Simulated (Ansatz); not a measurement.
```yaml
crystal:
  periodic: [false, false, false]
  atoms:
    - {symbol: C, position_ang: [2.489506, -0.470608, -0.659469]}
    - {symbol: C, position_ang: [1.122995, -0.534830, -0.054117]}
    - {symbol: C, position_ang: [0.174348, 0.432600, -0.398170]}
    - {symbol: C, position_ang: [-1.136153, 0.502249, 0.083481]}
    - {symbol: C, position_ang: [-2.032375, 1.604907, -0.384369]}
    - {symbol: O, position_ang: [-1.665506, -0.306264, 0.910075]}
    - {symbol: Zn, position_ang: [-0.727841, -1.806019, 1.661785]}
    - {symbol: Cl, position_ang: [-1.329850, -3.299967, 3.038528]}
    - {symbol: O, position_ang: [0.937109, -1.501000, 0.751581]}
    - {symbol: H, position_ang: [2.687400, -1.404947, -1.190151]}
    - {symbol: H, position_ang: [3.229479, -0.396501, 0.141007]}
    - {symbol: H, position_ang: [2.605929, 0.368720, -1.342602]}
    - {symbol: H, position_ang: [0.481692, 1.195155, -1.099487]}
    - {symbol: H, position_ang: [-1.540541, 2.274586, -1.087446]}
    - {symbol: H, position_ang: [-2.917803, 1.168481, -0.852757]}
    - {symbol: H, position_ang: [-2.378392, 2.173448, 0.482110]}
basis:
  gaussian: {orbitals: pcseg-2, final_grid: {core_spheres: 20, valence_spheres: 16, degree: 47}}
hamiltonian: {xc: {name: B3LYP}}
smearing: {width: 0.1}
```

```sh
$ ansatz run in.yaml --threads 4 --pin off --events-out ev --progress --plain --max-ram 66560MiB --backend cuda --devices 0, --max-vram 37GiB
```

Shortened log:

```
Error: YAML parse error: error: line 23 column 1: unknown field `smearing`, expected one of crystal, accuracy, basis, kpoints, hamiltonian, magnetization, projection, total_charge, correlation, batch, efield, external_charges, scf, relax, neb, saddle, md, ramp, phonons, dielectric, real_time, elastic, magnetic_configurations, gw, evaluate, workflow, output, checkpoint, execution
21 |   gaussian: {orbitals: pcseg-2, final_grid: {core_spheres: 20, va…
22 | hamiltonian: {xc: {name: B3LYP}}
23 | smearing: {width: 0.1}
```

Q: Something in this input is off. What?

A: The input holds a key that doesn't belong there. The program refused the input.

B3LYP here is the variant with VWN-RPA as its local correlation; programs differ in this.
